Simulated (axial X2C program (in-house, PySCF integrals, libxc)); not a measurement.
## What spin–orbit coupling does to SI⁺

All values were computed with an in-house all-electron X2C program for linear molecules (integrals from PySCF). Spin-free means the one-electron spin-free X2C Hamiltonian; two-component (2c) means X2C with spin–orbit coupling and atomic mean-field two-electron Coulomb and Gaunt terms, so the difference of the two also holds small scalar two-electron terms. Basis: I dyall-cv3z [11s12p8d4f1g], S dyall-av3z [9s8p3d2f] (cores contracted in-house); Gaussian nuclei, density fitting, unrestricted open shells. Masses: I 126.904 u, S 31.972 u.

Spin-free state: M_S = 1, Λ = 0 (beyond evenly filled blocks: π+α, π-α); fragments I + S+.

```json
{"level": "PBE0", "Re (Å)": "2.215", "ωe (cm⁻¹)": "486.6", "De (eV)": "3.989", "μ (D)": "1.51"}
{"level": "r2SCAN0", "Re (Å)": "2.208", "ωe (cm⁻¹)": "494.5", "De (eV)": "3.753", "μ (D)": "1.58"}
```

Dipoles are positive if S is the positive end and refer to the centre of mass.

Two-component determinant lowest at the distance of the search:

Ω = 1 (⟨Sz⟩ = 1.00, ⟨Lz⟩ = 0.00 at PBE0); fragments I+ + S for PBE0; I + S+ for r2SCAN0.

```csv
level,Re (Å),ωe (cm⁻¹),De (eV),μ (D)
PBE0,2.222,476.2,3.751,1.48
r2SCAN0,2.213,485.6,n/a,1.55
```

(1) From the two tables, how do the constants change at the PBE0 level (2c against spin-free)?

The state is a single determinant with fixed occupations, the lowest that a limited PBE0 search found. Dissociation energies refer to the lowest single-determinant-based atoms at the same level and basis. De is not given where an atomic determinant may have missed its ground term or J level, or where the truncated virtual space spoils (T). Density functionals use the spin component along the axis (collinear). The 2c atoms are single determinants rather than J levels; their spin–orbit lowering is only partly caught, and De is too large by that part. This holds for PBE0. Other states lie close and PBE0, whose exact exchange favours high spin, may order them wrongly; the determinant shown need not be the ground state. The nearest other spin-free determinant of the search, M_S = 0, Λ = 2, lies 0.73 eV up at the distance of the search. Without a current term, density functionals place determinants with orbital angular momentum somewhat too high. With several unpaired electrons one determinant need not be a pure state. Open-shell Ω = 0 determinants with evenly filled partner blocks cannot be reached by this program, so the Ω shown need not be the lowest component. This is the Ω = 1 component of a π² triplet; the 0⁺ component is not one determinant and can lie lowest.

## Answers

(1) At the PBE0 level Re increases by 0.007 Å and ωe decreases by 10.4 cm⁻¹; De is not compared, since the atomic limits differ or miss part of their spin–orbit lowering.
